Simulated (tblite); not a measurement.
MoO3 (SMILES [O]=[Mo](=[O])=[O]), singlet, geometry from GFN2-xTB (such geometries of metal compounds can be far from the true shape); GFN1-xTB in tblite.

Input for tblite:
```
$ tblite run mol.xyz --method gfn1 --charge 0 --spin 0 --efield 0,0,0.1 --json tblite.json --no-restart

# file mol.xyz
4

Mo    -0.00000000     0.00000000    -0.00000000
O     -1.13052664    -1.19505018    -0.09977712
O     -0.10130963     1.31480846    -0.98853729
O      1.23183628    -0.11975828     1.08831441
```

It wrote (shortened):

```
xTB calculator
 | screened Coulomb repulsion
 | Coulomb electrostatics
 |  * isotropic Klopman-Ohno-Mataga-Nishimoto electrostatics
 |  * onsite third-order electrostatics
 | DFT-D3(BJ) dispersion correction
 | Interactions (1)
 | [1] electric field

halogen bonding energy    0.0000000000000E+00 Eh
repulsion energy          1.0878246555734E-01 Eh
dispersion energy        -1.0162607215168E-03 Eh
interaction energy        0.0000000000000E+00 Eh
number of electrons       2.4000000000000E+01 e
integral cutoff           4.0000000000000E+01 bohr

------------------------------------------------------------
  cycle        total energy    energy error   density error
------------------------------------------------------------
      1     -15.29887291642  -1.5406639E+01   1.1249091E+00
      2     -16.21380713823  -9.1493422E-01   3.3906223E-01
      3     -16.22364348169  -9.8363435E-03   1.6141179E-01
      4     -16.19831693081   2.5326551E-02   1.6591862E-01
      5     -16.22968611580  -3.1369185E-02   1.8330703E-02
      6     -16.22995268230  -2.6656650E-04   8.7106573E-03
      7     -16.23001465538  -6.1973084E-05   2.5256730E-03
      8     -16.23002134910  -6.6937173E-06   2.1166445E-04
      9     -16.23002138117  -3.2065724E-08   1.2416442E-04
     10     -16.23002139588  -1.4709048E-08   3.9610275E-05
     11     -16.23002139749  -1.6157706E-09   1.5363421E-06
------------------------------------------------------------

electronic energy        -1.6337787602327E+01 Eh
total energy             -1.6230021397491E+01 Eh

Post processing:
 | Mayer-Wiberg bond orders

[Info] JSON dump of results written to 'tblite.json'
```
